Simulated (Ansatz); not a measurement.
**Worked example: CH8O2Si2 → CH7OSi2 + OH**

Species: CH8O2Si2 `O[SiH2]C[SiH2]O`, singlet; CH7OSi2 `O[SiH2]C[SiH2]`, doublet; OH, doublet. 

Shapes, held fixed at every level: PBE0-D4/def2-TZVP. Flexible molecules stand in one conformer, not always the lowest. Programs: Ansatz 0.2.0. Electronic energies: no zero-point or thermal term.

At CCSD(T)/CBS estimate; 1 Eh = 2625.50 kJ/mol:

| species | energy (Eh) |
| --- | --- |
| CH8O2Si2 | -771.487062 |
| CH7OSi2 | -695.594639 |
| OH | -75.677713 |

Problem. Work out ΔE of the reaction at this level.

Solution. 
1. Products less reactants: (-695.594639) + (-75.677713) − [(-771.487062)] = 0.214710 Eh = +563.7 kJ/mol.

Other levels give +413.1 (HF/def2-TZVPP) to +579.0 kJ/mol (MP2/def2-TZVPP). No measured value is set beside it here. Open shells run unrestricted unless RO is named. The CBS estimate extrapolates MP2 from def2-TZVPP and def2-QZVPP and adds CCSD(T) − MP2 in the triple-zeta set, cores frozen.
